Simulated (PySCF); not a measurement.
## Worked example: entropy of an ideal gas

MoO2Cl2, SMILES [Cl][Mo](=[O])([Cl])=[O], multiplicity 1.

The structure is a stationary point at PBE0-D3(BJ)/def2-SVP. The spin state was assumed, not searched. The isomer is the one that the SMILES or the coordinates give; other isomers of the formula were not compared. The def2 effective core potentials stand for the cores of Mo; spin–orbit coupling is left out.

PBE0-D3(BJ)/def2-SVP (PySCF) gives the harmonic wavenumbers 116, 176, 210, 238, 350, 441, 456, 1058, 1088 cm⁻¹ and the rotational temperatures 0.1316, 0.0796, 0.0645 K. The molar mass is 198.85 g/mol, the symmetry number 2, the spin multiplicity 1.

### Question
Work out the entropy at 298.15 K and 1 atm in the rigid-rotor, harmonic-oscillator model.

### Answer

Translation (Sackur–Tetrode at 1 atm): S = R[1.5 ln M + 2.5 ln T − 1.16487] = 174.8 J/(mol K).
Rotation: q = (√π/σ) T^1.5/√(θA θB θC) = 176000, S = R[ln q + 3/2] = 112.9 J/(mol K).
Vibration: with u = 1.4388 ν/T, each mode gives R[u/(e^u − 1) − ln(1 − e^−u)]:
```json
[
 {"ν (cm⁻¹)": "116", "modes": "1", "u": "0.56", "S (J/(mol K))": "13.25"},
 {"ν (cm⁻¹)": "176", "modes": "1", "u": "0.85", "S (J/(mol K))": "9.92"},
 {"ν (cm⁻¹)": "210", "modes": "1", "u": "1.01", "S (J/(mol K))": "8.55"},
 {"ν (cm⁻¹)": "238", "modes": "1", "u": "1.15", "S (J/(mol K))": "7.61"},
 {"ν (cm⁻¹)": "350", "modes": "1", "u": "1.69", "S (J/(mol K))": "4.88"},
 {"ν (cm⁻¹)": "441", "modes": "1", "u": "2.13", "S (J/(mol K))": "3.45"},
 {"ν (cm⁻¹)": "456", "modes": "1", "u": "2.20", "S (J/(mol K))": "3.25"},
 {"ν (cm⁻¹)": "1058", "modes": "1", "u": "5.11", "S (J/(mol K))": "0.31"},
 {"ν (cm⁻¹)": "1088", "modes": "1", "u": "5.25", "S (J/(mol K))": "0.27"}
]
```
These are all the modes. Sum 51.5 J/(mol K).
Spin: R ln 1 = 0.0 J/(mol K).
Total 339.1 J/(mol K); the program's own thermochemistry gives 339.1. Translation makes up 52 % and vibration 15 %. Anharmonicity, hindered rotation and orbital degeneracy are left out.
